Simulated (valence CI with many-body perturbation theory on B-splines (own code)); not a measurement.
## Ge²⁵⁺: E2, M1, M2 decay

Computed by relativistic CI+MBPT: five valence electrons over a frozen Dirac-Fock core [He], a basis of 11 s, 11 p, 10 d, 8 f, 5 g, 2 h functions for each j, with the one-electron correlation potential Σ1 (screened to all orders), the two-electron term Σ2, the three-electron term Σ3, Breit, model QED; selected single and double excitations, second order for the rest, scaled by the run's own slope (own B-spline code, finite nucleus).

No measured spectrum was set against this ion. As an estimate, levels of excited configurations hold to 0.05 to 0.15 % of their energy, terms of the ground configuration to about 0.5 %. Among the levels kept, up to 5600 cm⁻¹ of a level comes from second order outside the variational space, and about a tenth of that is noise between levels of different J, which matters for small intervals.

Lines 1 to 50 of 62 in falling wavelength, among levels below 1753.0 eV, chosen from the decays that carry over 1 % of a level's rate. Wavelengths and rates use the calculated energies, so an error of 1000 cm⁻¹ moves a line at 518.4 Å by 0.52 % and its rate by three times that or more. Electric multipoles are in the length gauge with retardation, E1 and E2 with the static RPA response of the core. M1 uses the relativistic operator with retardation. S is in atomic units (e²a₀⁴ for E2 and M2, e²a₀⁶ for E3), for M1 in squared Bohr magnetons. Weak lines are less certain than strong ones. Lines between different terms over intervals too small for the method are left out, as are lines whose strength nearly cancels. Where a level lies close to another of its J and parity, the split of strength between their lines is uncertain.

Names give the largest LS component (configuration and term), which can be under half, so a name can repeat, a term be missing and a line seem to break the LS rules; names also repeat where a configuration has a term twice. Letters in brackets count levels of one name in rising energy.

```
λ vac (Å)                 Upper           Lower  Type   A (s⁻¹)  S (a.u.)
     1252        2s²2p³ ²D°_5/2  2s²2p³ ²D°_3/2    M1  3.34e+03  1.46e+00
    518.4        2s²2p³ ²P°_1/2  2s²2p³ ²D°_3/2    M1  1.33e+04  1.37e-01
    492.2        2s²2p³ ²P°_3/2  2s²2p³ ²P°_1/2    M1  4.76e+04  8.41e-01
    427.8        2s²2p³ ²D°_3/2  2s²2p³ ⁴S°_3/2    M1  2.33e+05  2.71e+00
    318.8        2s²2p³ ²D°_5/2  2s²2p³ ⁴S°_3/2    M1  3.77e+04  2.72e-01
    316.2        2s²2p³ ²P°_3/2  2s²2p³ ²D°_5/2    M1  1.45e+05  6.81e-01
    252.5        2s²2p³ ²P°_3/2  2s²2p³ ²D°_3/2    M1  6.65e+05  1.59e+00
    234.4        2s²2p³ ²P°_1/2  2s²2p³ ⁴S°_3/2    M1  3.69e+05  3.53e-01
    158.8        2s²2p³ ²P°_3/2  2s²2p³ ⁴S°_3/2    M1  8.09e+04  4.80e-02
    9.089       2s²2p²3d ⁴F_9/2    2s2p⁴ ²D_5/2    E2  4.73e+07  2.62e-05
    8.861       2s²2p²3d ²G_9/2    2s2p⁴ ²D_5/2    E2  8.38e+07  4.09e-05
    8.588      2s²2p²3p ⁴D°_1/2  2s²2p³ ²D°_3/2    E2  1.01e+09  8.43e-05
    8.556  2s²2p²3p ⁴D°_3/2 [b]  2s²2p³ ²P°_1/2    E2  9.10e+08  1.49e-04
    8.547        2s2p³3p ⁴F_9/2    2s2p⁴ ²D_5/2    E2  5.32e+08  2.17e-04
    8.523      2s²2p²3p ⁴D°_5/2  2s²2p³ ²P°_1/2    E2  8.66e+08  2.09e-04
    8.497      2s²2p²3p ²S°_1/2  2s²2p³ ²D°_5/2    E2  3.42e+09  2.70e-04
    8.494       2s²2p²3d ²G_9/2    2s2p⁴ ⁴P_5/2    E2  4.91e+07  1.94e-05
    8.442      2s²2p²3p ⁴D°_5/2  2s²2p³ ²D°_5/2    E2  3.30e+09  7.58e-04
    8.439      2s²2p²3p ²S°_1/2  2s²2p³ ²D°_3/2    E2  4.37e+09  3.34e-04
    8.434  2s²2p²3p ²P°_3/2 [a]  2s²2p³ ²P°_1/2    E2  3.44e+09  5.25e-04
    8.430      2s²2p²3p ⁴P°_5/2  2s²2p³ ²D°_5/2    E2  3.60e+09  8.22e-04
    8.422      2s²2p²3p ⁴P°_1/2  2s²2p³ ²D°_5/2    E2  1.01e+09  7.66e-05
    8.421  2s²2p²3p ²D°_5/2 [a]  2s²2p³ ²P°_3/2    E2  2.92e+09  6.63e-04
    8.419      2s²2p²3p ⁴D°_1/2  2s²2p³ ⁴S°_3/2    E2  9.40e+09  7.10e-04
    8.417  2s²2p²3p ⁴D°_3/2 [b]  2s²2p³ ²D°_3/2    E2  6.65e+09  1.00e-03
    8.416  2s²2p²3p ²D°_5/2 [b]  2s²2p³ ²P°_3/2    E2  7.81e+09  1.77e-03
    8.414      2s²2p²3p ²F°_5/2  2s²2p³ ²P°_1/2    E2  3.04e+09  6.86e-04
    8.412      2s²2p²3p ²F°_7/2  2s²2p³ ²P°_3/2    E2  1.67e+09  5.03e-04
    8.406  2s²2p²3p ²D°_3/2 [a]  2s²2p³ ²D°_5/2    E2  3.75e+09  5.61e-04
    8.385      2s²2p²3p ⁴D°_5/2  2s²2p³ ²D°_3/2    E2  2.14e+09  4.75e-04
    8.385      2s²2p²3p ⁴D°_7/2  2s²2p³ ²D°_5/2    E2  2.38e+09  7.05e-04
    8.376        2s2p³3p ⁴F_7/2    2s2p⁴ ⁴P_3/2    E2  1.07e+09  3.16e-04
    8.365      2s²2p²3p ⁴P°_1/2  2s²2p³ ²D°_3/2    E2  4.15e+09  3.04e-04
    8.355  2s²2p²3p ²P°_3/2 [a]  2s²2p³ ²D°_5/2    E2  3.98e+09  5.79e-04
    8.350  2s²2p²3p ²D°_3/2 [a]  2s²2p³ ²D°_3/2    E2  2.49e+09  3.61e-04
    8.345  2s²2p²3p ⁴D°_3/2 [a]  2s²2p³ ⁴S°_3/2    E2  5.59e+09  8.08e-04
    8.309       2s2p³3d ⁶D°_9/2    2s2p⁴ ⁴P_5/2    M2  5.60e+07  1.98e-05
    8.308  2s²2p²3p ²P°_1/2 [c]  2s²2p³ ²P°_3/2    E2  4.49e+09  3.17e-04
    8.301  2s²2p²3p ²P°_1/2 [a]  2s²2p³ ²D°_5/2    E2  1.12e+10  7.88e-04
    8.260        2s2p³3p ⁴F_7/2    2s2p⁴ ⁴P_5/2    E2  5.50e+09  1.51e-03
    8.246  2s²2p²3p ²P°_1/2 [a]  2s²2p³ ²D°_3/2    E2  5.59e+09  3.80e-04
    8.224      2s²2p²3p ⁴D°_5/2  2s²2p³ ⁴S°_3/2    E2  2.40e+09  4.85e-04
    8.213      2s²2p²3p ⁴P°_5/2  2s²2p³ ⁴S°_3/2    E2  1.31e+09  2.63e-04
    8.204        2s2p³3p ⁴F_9/2    2s2p⁴ ⁴P_5/2    E2  7.19e+09  2.39e-03
    8.202  2s²2p²3p ²D°_5/2 [a]  2s²2p³ ²D°_5/2    E2  3.13e+09  6.23e-04
    8.194      2s²2p²3p ²F°_7/2  2s²2p³ ²D°_5/2    E2  4.13e+09  1.09e-03
    8.190  2s²2p²3p ²D°_3/2 [a]  2s²2p³ ⁴S°_3/2    E2  2.51e+09  3.30e-04
    8.170      2s²2p²3p ⁴D°_7/2  2s²2p³ ⁴S°_3/2    E2  6.13e+09  1.59e-03
    8.157       2s²2p²3d ⁴F_9/2  2s²2p³ ²D°_5/2    M2  6.16e+07  1.99e-05
    8.149  2s²2p²3p ²D°_5/2 [a]  2s²2p³ ²D°_3/2    E2  2.28e+09  4.38e-04
```
